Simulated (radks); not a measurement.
Task: All-electron atom: Tb LIX in [He] 2s2 2p3 (the NIST ground configuration). Method: Dirac Kohn-Sham, LB94 model potential, spin-unpolarised, spherical densities, finite nucleus; open shells fill j = l - 1/2 first; Fermi nuclear charge, rms radius 5.06 fm; computed with a radial shooting solver on a logarithmic mesh with Libxc functionals. Some entries of the table are withheld. Estimate them.

| orbital | occ. | eigenvalue (Ry) | <r^2> (bohr^2) |
|---|---|---|---|
| 1s1/2 | 2 | -4235.254 | 0.0006268 |
| 2s1/2 | 2 | -1000.121 | 0.009167 |
| 2p1/2 | 2 | (1) | (2) |
| 2p3/2 | 1 | (3) | (4) |

Result: 
(1) 2p1/2 eigenvalue (Ry): -980.4829
(2) 2p1/2 <r^2> (bohr^2): 0.006532
(3) 2p3/2 eigenvalue (Ry): -920.3342
(4) 2p3/2 <r^2> (bohr^2): 0.007612
